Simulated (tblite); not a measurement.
Species: C4H5NO2.
Z-matrix (Å and degrees, GFN2-xTB geometry), rows numbered from 1:
```
C 
O   1  1.4167
C   2  1.3294  1  115.20
C   3  1.4277  2  124.82  1  -179.90
C   4  1.3574  3  102.88  2   179.97
O   5  1.3353  4  110.36  3    -0.03
N   3  1.3106  2  124.45  1     0.02
H   1  1.0921  2  110.56  3   -60.16
H   1  1.0922  2  110.58  3    60.12
H   1  1.0878  2  106.05  3   180.00
H   4  1.0678  3  127.28  2    -0.07
H   5  1.0716  4  132.82  3  -179.99
```

All values are computed: GFN2-xTB (tblite) harmonic vibrations without scaling, gas phase. Errors from tens to a few hundred cm⁻¹ against measured bands are possible. One conformer, not necessarily the lowest.

Harmonic wavenumbers (cm⁻¹): 127.5, 139.2, 210.7, 332.4, 469.9, 587.2, 673.3, 684.8, 803.5, 813.5, 870.5, 989.1, 1019.3, 1030.8, 1081.1, 1125.5, 1126.1, 1165.9, 1236.8, 1383.4, 1393.8, 1442.8, 1468.7, 1495.2, 1591.9, 2968.2, 2983.4, 3035.9, 3174.5, 3215.3.

A = 7923, B = 2143, C = 1705 MHz; mass 99.032 u (most abundant isotopes); point group Cs, symmetry number 1.

Problem. Zero-point energy?

Solution. ½Σν̃ = 19320 cm⁻¹ = 231.12 kJ/mol.

Problem. Entropy at 200 K, 1 bar (ideal gas, RRHO, classical rotation)?

Solution. Translation 157.87, rotation 107.19, vibration 29.76: S = 294.8 J/(mol K).

Problem. And Cp and H(200 K) − H(0)?

Solution. Cp = 73.72 J/(mol K), of which vibrations give 40.47 (their classical limit is 30 R = 249.4); H(200 K) − H(0) = 10.29 kJ/mol without the zero-point energy, 3.64 from vibrations.

Problem. How do the functions run with temperature in this model?

Solution. 
```csv
T (K),S (J/(mol K)),Cp (J/(mol K)),H − H(0) (kJ/mol),G − H(0) (kJ/mol),ln q(vib)
150,275.4,62.3,6.90,-34.40,0.86
250,312.7,86.8,14.30,-63.86,1.95
298.15,329.1,100.4,18.81,-79.31,2.52
400,362.6,128.5,30.49,-114.55,3.79
600,423.4,171.4,60.78,-193.27,6.47
900,501.0,210.0,118.56,-332.32,10.51
```

q(vib) and H(0) count from the zero-point level.

Problem. Blend soft modes into free rotors: weight 1/[1 + (100 cm⁻¹/ν̃)⁴] for the oscillator and the rest for a rotor with moment μB/(μ + B), μ = h/(8π²ν), B = 10⁻⁴⁴ kg m². What vibrational entropy results?

Solution. 29.91 J/(mol K) in place of 29.76, which changes −T·S at 200 K by -0.03 kJ/mol.

Hindered rotation and anharmonicity are outside this model. Other conformers, if any are populated, would add a mixing term that is left out.
